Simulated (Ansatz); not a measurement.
Consider the formal loss of a carbene: `CN[SiH](N)O` → `[CH2]` (triplet) + `N[SiH](N)O`.

Calculated with Ansatz (gas phase, PBE0-D4/def2-TZVP geometries, no zero-point term in ΔE). CCSD(T)/CBS is the MP2 limit (def2-TZVPP, def2-QZVPP) plus CCSD(T) − MP2 in def2-TZVPP, frozen cores. This one scheme is used for every species. Functionals use def2-TZVPP. Triplets are unrestricted, without spin–orbit coupling. Each species was taken in one conformer, which may not be the lowest.

CCSD(T)/CBS gives +392.7 kJ/mol.

Q: Another level gave +250.0 kJ/mol. Which?
A. r2SCAN/def2-TZVPP
B. PBE/def2-TZVPP
C. HF/def2-TZVPP
D. B2PLYP/def2-TZVPP

A: C. HF/def2-TZVPP 250.0, PBE 395.9, B2PLYP 384.9, r2SCAN 369.5 kJ/mol.

Largest T1 diagnostic among the species: 0.011.

The D4 term adds +10.8 kJ/mol with B3LYP and +6.0 kJ/mol with PBE0; it sums over pairs of atoms, weighted by their polarisabilities, and B3LYP, whose exchange is more repulsive, gets the larger term. From PBE to PBE0 (25 % exact exchange), in def2-TZVPP and without D4, ΔE moves by −8.2 kJ/mol.

B3LYP here is the variant with VWN-RPA as its local correlation; programs differ in this.
